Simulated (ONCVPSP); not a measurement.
**u(r) = r·R(r): atom against pseudo-atom (chlorine)**

Columns: radius, all-electron u(r) and pseudo u(r) of the 3s shell (level -26.02 eV) of chlorine in the configuration [Ne] 3s2 3p4.5; PBE, non-relativistic, ONCV scheme, ONCVPSP 4.0.1.

| r (bohr) | all-electron | pseudo |
| --- | --- | --- |
| 0.068 | 0.2065 | 0.0209 |
| 0.135 | -0.0593 | 0.0448 |
| 0.202 | -0.3064 | 0.0741 |
| 0.270 | -0.4286 | 0.1100 |
| 0.338 | -0.4274 | 0.1517 |
| 0.405 | -0.3409 | 0.1977 |
| 0.473 | -0.2020 | 0.2495 |
| 0.540 | -0.0417 | 0.3064 |
| 0.608 | 0.1250 | 0.3710 |
| 0.675 | 0.2812 | 0.4417 |
| 0.742 | 0.4222 | 0.5178 |
| 0.810 | 0.5460 | 0.5971 |
| 0.878 | 0.6495 | 0.6738 |
| 0.945 | 0.7318 | 0.7419 |
| 1.013 | 0.7961 | 0.7996 |
| 1.080 | 0.8421 | 0.8430 |
| 1.148 | 0.8729 | 0.8730 |
| 1.215 | 0.8895 | 0.8895 |
| 1.283 | 0.8945 | 0.8945 |
| 1.350 | 0.8896 | 0.8896 |
| 1.418 | 0.8764 | 0.8764 |
| 1.485 | 0.8569 | 0.8569 |
| 1.553 | 0.8319 | 0.8319 |
| 1.620 | 0.8034 | 0.8034 |
| 1.688 | 0.7716 | 0.7716 |
| 1.755 | 0.7383 | 0.7383 |

(1) How many radial nodes do the two functions have?

(2) At about which radius was the pseudo-wave matched?

(3) Is the pseudo-wave norm-conserving?

Results:

(1) The all-electron 3s function has n − l − 1 = 2; the pseudo-wave has 0, since the states of the same l below it are removed with the core.

(2) 1.35 bohr. The columns agree to 0.0005 from 1.15 bohr on; several derivatives are matched, so the curves merge somewhat inside the radius.

(3) Yes: the ONCV scheme keeps the norm inside the radius equal to the all-electron one, which fixes the energy derivative of the logarithmic derivative at the level.
